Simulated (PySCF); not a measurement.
Radial density of Cl²⁺ (chlorine, charge +2)

revPBE, [Ne] 3s2 3p2 3d1, one real determinant (an excited configuration). Calculation: PySCF 2.14, in aug-cc-pwCVTZ; no relativity, point nucleus.

| r (bohr) | 4πr²ρ (e/bohr) | 4πr²(ρα − ρβ) |
| --- | --- | --- |
| 0.00190 | 0.1365 | 0.0000 |
| 0.00319 | 0.3699 | 0.0000 |
| 0.00537 | 0.9715 | -0.0001 |
| 0.00903 | 2.428 | -0.0002 |
| 0.0152 | 5.575 | -0.0003 |
| 0.0255 | 11.12 | 0.0005 |
| 0.0430 | 17.56 | 0.0075 |
| 0.0723 | 19.23 | 0.0429 |
| 0.122 | 14.23 | 0.1590 |
| 0.204 | 15.10 | 0.3346 |
| 0.344 | 18.99 | 0.2437 |
| 0.579 | 8.684 | 0.1141 |
| 0.973 | 3.445 | 1.3387 |
| 1.64 | 3.012 | 1.7586 |
| 2.75 | 0.5698 | 0.4568 |
| 4.63 | 0.02271 | 0.0221 |
| 7.79 | 1.668e-05 | 0.0000 |

⟨L²⟩ = 7.99 against 12 for a pure F term, so this real determinant mixes terms. The outer electron is Rydberg-like, and this basis confines it to a smaller radius and binds it less than a complete one would.
